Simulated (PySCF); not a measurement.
MoI3 holds Mo(III), d3, at total charge 0. The structure is a model geometry with rigid ligands and bond lengths from ionic radii, not a minimum; coordination trigonal planar, point group D3h, metal–donor distances 2.57 Å.

The d shell alone is too small an active space for MoI3 (an active orbital has only 0.67 squared overlap with the free ion's shell): its levels, fitted parameters, g values and moments show what this model gives and aren't sound predictions.

Method (PySCF 2.14, density fitting): CASSCF(3,5) with orbitals averaged over all microstates of the shell, strongly contracted NEVPT2 on the averaged canonical orbitals; basis x2c-TZVPall on the metal, x2c-SVPall elsewhere; spin-free X2C; gas phase; spin-orbit coupling by state interaction with the mean-field operator over all roots.

CASSCF energies above the lowest CASSCF root:

```
state  CASSCF / cm⁻¹
 4A2'              0
4A1''           5870
4A2''           6091
 4E''           8119
  4E'           9654
 2A2'          10514
 2E''          11039
  2E'          11400
 2E''          13461
 2A1'          14856
  2E'          15635
2A1''          16200
2A2''          16270
 2E''          16619
2A1''          19015
 4A2'          19513
2A2''          19694
  2E'          20147
  2E'          20673
 2A2'          22520
 2E''          23120
 2A1'          24723
```

Problem. How does dynamic correlation (SC-NEVPT2) move these states?

Solution. 
| state | NEVPT2 / cm⁻¹ | shift / cm⁻¹ |
| --- | --- | --- |
| 4A2' | 0 | 0 |
| 4A1'' | 8578 | +2708 |
| 4A2'' | 8649 | +2558 |
| 4E'' | 10436 | +2317 |
| 4E' | 14597 | +4943 |
| 2A2' | 9876 | -638 |
| 2E'' | 10371 | -668 |
| 2E' | 10387 | -1014 |
| 2E'' | 13435 | -26 |
| 2A1' | 15231 | +375 |
| 2E' | 15145 | -490 |
| 2A1'' | 17534 | +1334 |
| 2A2'' | 17586 | +1317 |
| 2E'' | 17738 | +1119 |
| 2A1'' | 19760 | +745 |
| 4A2' | 21827 | +2314 |
| 2A2'' | 20364 | +670 |
| 2E' | 23624 | +3478 |
| 2E' | 23349 | +2676 |
| 2A2' | 25187 | +2667 |
| 2E'' | 21207 | -1913 |
| 2A1' | 26040 | +1317 |

The geometry is a model, and the complex may not exist in this form. Charge-transfer states lie outside this active space and may come lower than some of these levels. NEVPT2 lifts 4A1'' from 5870 to 8578 cm⁻¹; on the d shell alone such lifts tend to overshoot. NEVPT2 on the d shell alone tends to put d–d bands too high for such charged or covalently bound ions.
